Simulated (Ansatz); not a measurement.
Ansatz (a quantum-chemistry and plane-wave program) input (CCSD(T)/def2-QZVPPD):
A basis named .json is the Basis Set Exchange file of that set.

Ansatz 0.2 input:
```yaml
crystal:
  periodic: [false, false, false]
  atoms:
    - {symbol: I, position_ang: [1.87422545, -0.88355882, 0.46690398]}
    - {symbol: C, position_ang: [-0.16526209, -0.22056752, 0.03739057]}
    - {symbol: C, position_ang: [-1.25669677, -1.10990928, 0.13500003]}
    - {symbol: C, position_ang: [-2.38479689, -0.46125140, -0.17678381]}
    - {symbol: Se, position_ang: [-2.10921533, 1.47163496, -0.65107077]}
    - {symbol: C, position_ang: [-0.30429548, 1.08187913, -0.32280382]}
    - {symbol: H, position_ang: [-3.41601070, -0.78159571, -0.22140734]}
    - {symbol: H, position_ang: [0.46169021, 1.83371891, -0.42491520]}
basis:
  gaussian:
    orbitals: def2-QZVPPD.json
total_charge: -1
magnetization: {spin_polarized: false}
correlation: {method: ccsd_t, electrons: outside_noble_gas}
```

End of the output:

```
cycle   2  -27.73181215 eV  change   -8.9e-1 eV  update   6.0e-2
cycle   3  -27.93739944 eV  change   -2.1e-1 eV  update   3.1e-2
cycle   4  -27.92576883 eV  change    1.2e-2 eV  update   1.2e-2
cycle   5  -27.92016691 eV  change    5.6e-3 eV  update   8.2e-3
cycle   6  -27.92371905 eV  change   -3.6e-3 eV  update   3.8e-3
cycle   7  -27.92341017 eV  change    3.1e-4 eV  update   1.7e-3
cycle   8  -27.92257627 eV  change    8.3e-4 eV  update   7.2e-4
cycle   9  -27.92275954 eV  change   -1.8e-4 eV  update   2.9e-4
cycle  10  -27.92309424 eV  change   -3.3e-4 eV  update   1.5e-4
cycle  11  -27.92283392 eV  change    2.6e-4 eV  update   8.2e-5
cycle  12  -27.92287246 eV  change   -3.9e-5 eV  update   4.3e-5
cycle  13  -27.92287901 eV  change   -6.6e-6 eV  update   2.3e-5
coupled cluster: 82.41 GiB planned
perturbative correction -1.81063052 eV, -0.0665394445 hartree
Total energy: -77559.50967510 eV, -2850.2594088361 hartree
```

It need not be the lowest isomer of its formula. Whether it binds its extra electron was not tested at this geometry.
